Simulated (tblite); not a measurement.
C₅H₁₃AlF₃P.
Cartesian coordinates in Å at the GFN2-xTB level; atoms count from 1:
```xyz
23
C5H13AlF3P angstrom
C      2.3337    0.6515    0.2417
C      1.8355   -0.6647    0.8198
C      0.3376   -0.6113    1.1198
P     -0.6634   -0.0514   -0.3211
C     -2.3576   -0.1844    0.3386
Al    -0.6174    2.3996   -0.7609
C     -0.6697   -1.6478   -1.3274
F      0.5123   -1.8835   -1.9056
F     -1.5854   -1.5783   -2.3007
F     -0.9665   -2.7333   -0.5940
H      2.0714    1.4826    0.8950
H      3.4131    0.6326    0.1156
H      1.8775    0.8332   -0.7356
H      2.3654   -0.8851    1.7499
H      2.0484   -1.4756    0.1198
H      0.1456    0.1375    1.8956
H     -0.0321   -1.5803    1.4714
H     -2.4877   -1.0656    0.9677
H     -2.5388    0.7230    0.9179
H     -3.0668   -0.2084   -0.4896
H     -2.0945    2.4928   -1.2807
H     -0.4324    2.5617    0.8016
H      0.5671    2.6822   -1.7287
```

Computed values, GFN2-xTB/tblite, gas phase, harmonic and unscaled. Errors from tens to a few hundred cm⁻¹ against measured bands are possible. Modes of hydrogen on aluminium can be 10 to 20 % off. One conformer, not necessarily the lowest. The optimisation stopped once no atom felt more than 0.01 eV/Å.

Lowest wavenumbers of the output (negative numbers stand for imaginary wavenumbers):
```
mode    cm-1
  1     -68.6
  2      36.5
  3      56.5
  4      80.7
  5      91.3
  6     144.5
  7     162.2
  8     169.3
  9     178.1
 10     193.4
```

**Question.** Is this structure a minimum?

**Answer.** No. 1 mode is imaginary beyond 20i (69i cm⁻¹), so at this level the point lies at or near a first-order saddle.

**Question.** Which atoms move in the imaginary mode?

**Answer.** 69i: C1 (methyl carbon) 36 %, H11 (methyl hydrogen) 20 %, H13 (methyl hydrogen) 19 %. These are shares of the mass-weighted motion.

**Question.** What is the remedy?

**Answer.** Step along that mode in both directions, optimise again with tighter thresholds and repeat the frequencies. The zero-point energy of this point (102.1 kcal/mol) counts the 62 real modes alone, and thermal corrections from it aren't those of a minimum.

Hardware: Intel Xeon 6975P-C, one thread, on a shared host. Cost: 1.2 s wall. This covers the Hessian and the dipole derivatives.
